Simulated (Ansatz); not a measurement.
Reaction R1 → P1 + P2, each structure at its B3LYP-D3(BJ)/def2-TZVP stationary point, reached from a drawn start (curvature not checked).
R1, F2Ti (SMILES [F][Ti][F]) (charge 0, multiplicity 3, Z-matrix in Å and degrees):
```
Ti
F 1 1.8030
F 1 1.8030 2 140.97
```
P1, FTi (SMILES [F][Ti]) (charge 0, multiplicity 4):
```xyz
2

Ti    -0.0095    -0.0190    -0.9050
F      0.0095     0.0190     0.9050
```
P2: F atom, charge 0, multiplicity 2.

P less R. No zero-point or thermal terms; open shells are unrestricted; no spin–orbit coupling. The spin states of the d-block species are the ones drawn and need not be the lowest.

Cores are frozen in the correlated methods.

Codes used: Ansatz (a first-principles code) with Gaussian orbitals. No computed number here is a measurement.

Total energies in hartree:

```csv
structure,PBE/def2-TZVPP,PBE0/def2-TZVPP,CCSD(T)/def2-QZVPP
R1,-1048.937912,-1048.952417,-1048.213703
P1,-949.022763,-949.046753,-948.326666
P2,-99.669123,-99.676173,-99.651180
```

Q: Work out the reaction energy at each level in kcal/mol (1 hartree = 627.50947 kcal/mol), and say how far PBE/def2-TZVPP lies from CCSD(T)/def2-QZVPP.

A: 
- PBE/def2-TZVPP: (-949.022763) + (-99.669123) − (-1048.937912) = 0.246026 hartree = 154.38 kcal/mol
- PBE0/def2-TZVPP: (-949.046753) + (-99.676173) − (-1048.952417) = 0.229491 hartree = 144.01 kcal/mol
- CCSD(T)/def2-QZVPP: (-948.326666) + (-99.651180) − (-1048.213703) = 0.235857 hartree = 148.00 kcal/mol
PBE/def2-TZVPP less CCSD(T)/def2-QZVPP: 6.38 kcal/mol. CCSD(T)/def2-QZVPP is the level counted from, the highest shown, and no exact or measured value.
